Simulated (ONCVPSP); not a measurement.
## u(r) = r·R(r): atom against pseudo-atom (bismuth)

Columns: radius, all-electron u(r) and pseudo u(r) of the 5d shell (level -27.08 eV) of bismuth in the configuration [Kr] 4d10 4f14 5s2 5p6 5d10 6s2 6p3; PBE, scalar-relativistic, ONCV scheme, ONCVPSP 4.0.1.

| r (bohr) | all-electron | pseudo |
| --- | --- | --- |
| 0.093 | 0.3526 | 0.0037 |
| 0.185 | -0.0323 | 0.0275 |
| 0.278 | -0.4692 | 0.0873 |
| 0.370 | -0.4705 | 0.1873 |
| 0.463 | -0.1876 | 0.3250 |
| 0.555 | 0.1706 | 0.4836 |
| 0.648 | 0.4966 | 0.6473 |
| 0.740 | 0.7404 | 0.7932 |
| 0.833 | 0.9017 | 0.9084 |
| 0.925 | 0.9881 | 0.9814 |
| 1.018 | 1.0178 | 1.0119 |
| 1.110 | 1.0064 | 1.0040 |
| 1.203 | 0.9670 | 0.9667 |
| 1.295 | 0.9111 | 0.9111 |
| 1.388 | 0.8452 | 0.8452 |
| 1.480 | 0.7760 | 0.7760 |
| 1.573 | 0.7057 | 0.7058 |
| 1.665 | 0.6383 | 0.6383 |
| 1.758 | 0.5737 | 0.5737 |
| 1.850 | 0.5141 | 0.5141 |
| 1.943 | 0.4587 | 0.4587 |
| 2.035 | 0.4086 | 0.4086 |
| 2.128 | 0.3628 | 0.3628 |
| 2.220 | 0.3219 | 0.3219 |
| 2.313 | 0.2849 | 0.2849 |
| 2.405 | 0.2521 | 0.2521 |

Q: How many radial nodes do the two functions have?

A: The all-electron 5d function has n − l − 1 = 2; the pseudo-wave has 0, since the states of the same l below it are removed with the core.

Q: At about which radius was the pseudo-wave matched?

A: 1.30 bohr. The columns agree to 0.0005 from 1.20 bohr on; several derivatives are matched, so the curves merge somewhat inside the radius.

Q: Is the pseudo-wave norm-conserving?

A: Yes: the ONCV scheme keeps the norm inside the radius equal to the all-electron one, which fixes the energy derivative of the logarithmic derivative at the level.
